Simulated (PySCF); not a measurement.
SeCl2, SMILES Cl[Se]Cl.

Geometry: PBE0-D3(BJ)/def2-TZVP. The isomer is the one that the SMILES or the coordinates give; other isomers of the formula were not compared.

The numbers are results of CAM-B3LYP/def2-TZVPD run with PySCF, not measurements.

Isolated molecule, no solvent.

Computed frontier levels, gap, dipole moment and polarisability:
highest occupied level: -8.37 eV
lowest empty level: -1.63 eV
orbital gap: 6.74 eV
dipole moment: 1.06 D
quadrupole, principal values (traceless, Buckingham form, about the centre of nuclear charge): -2.84, 0.08, 2.76 D·Å
mean static polarisability: 58.0 bohr³ (8.59 Å³)
polarisability, principal values: 43.3, 55.0, 75.5 bohr³
